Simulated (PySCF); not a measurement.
Delta-SCF ions had no search for a lower state. Excitations are Tamm–Dancoff values on a coarser integration grid. The basis has no diffuse functions, so Rydberg states are missing or too high.

**HF3Sn, SMILES `[SnH]([F])([F])[F]` (charge 0, multiplicity 1)**

Level of theory: M06-2X/def2-TZVP // PBE0-D3(BJ)/def2-TZVP in PySCF.

```yaml
HOMO: -12.66 eV
dipole_moment: 3.47 D
HOMO–LUMO gap: 11.61 eV
LUMO: -1.06 eV
S1 excitation (TDA): 8.59 eV
S1 oscillator strength: 0.000
brightest of the four lowest singlets (TDA): 8.63 eV
T1 excitation (TDA): 6.89 eV
S1–T1 gap (TDA): 1.70 eV
vertical ionisation energy (Delta-SCF): 14.03 eV
total_energy: -514.4925 Ha
cost: roughly 6 core-minutes
```

```xyz
5

F      1.7514    -0.1649    -0.5622
Sn    -0.0049     0.0038     0.1184
F     -0.7086     1.5464    -0.7191
F     -0.9629    -1.4424    -0.6349
H     -0.0749     0.0571     1.7979
```
Charge 0, spin multiplicity 1.
